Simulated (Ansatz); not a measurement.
The same path of CH2AlClF (6 atoms, charge -1, multiplicity 1) was run twice with different band settings. The coordinate that changes most is the dihedral F1–C2–Al3–Cl4.

Level of theory: RKS PBE0/def2-SVP in Ansatz.

Relaxed end points:

```xyz
6
Properties=species:S:1:pos:R:3
F 2.114 -0.509 0.349
C 0.836 -0.562 -0.206
Al -0.582 0.511 0.256
Cl -2.509 0.225 -0.772
H 0.813 -1.358 -0.972
H -0.672 1.693 1.344
```

```xyz
6
Properties=species:S:1:pos:R:3
F 1.169 -1.522 -0.986
C 0.912 -0.484 -0.102
Al -0.635 0.460 0.188
Cl -2.552 0.162 -0.845
H 1.833 -0.261 0.470
H -0.727 1.644 1.275
```

Common settings: movable images 7; climbing image yes; spring 5.0 eV/Å²; optimiser quadratic models (default); start path IDPP; iteration limit 60; end points relaxed.

| run | force threshold |
| --- | --- |
| 1 | 0.05 eV/Å |
| 2 | 0.5 eV/Å |

**Question.** What does each run give, and how far can it be trusted?

**Answer.** Run 1: converged after 11 iterations, highest image 1.021 eV above the first end. A vibrational analysis at the climbing image gives one clearly imaginary mode, 367i cm⁻¹: a first-order saddle point.
Run 2: converged after 2 iterations, highest image 1.057 eV above the first end. The threshold of 0.5 eV/Å is loose, so the images may lie well off the minimum-energy path. The order of the stationary point at the top wasn't checked.
Limits of this set-up: an anion without diffuse functions.
